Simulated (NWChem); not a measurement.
A series in which one site is exchanged, each optimised at PBE0/def2-SVP with NWChem, gas phase unless a solvent is named. Some are not confirmed as minima by frequencies. def2 effective core potentials on Cd, I, Hg; no spin-orbit coupling.

A: [Cd]([I])[I] (CdI$_{2}$; site = Cd)
B: [I][Zn][I] (ZnI₂; site = Zn)
C: [I][Hg][I] (HgI2; site = Hg)
D: I[Se]I (SeI₂; site = Se)

Task: Rank them by static polarisability, CAM-B3LYP/def2-SVPD (bohr³), lowest first.

Result: B (97.3), D (103.2), A (106.7), C (112.8)
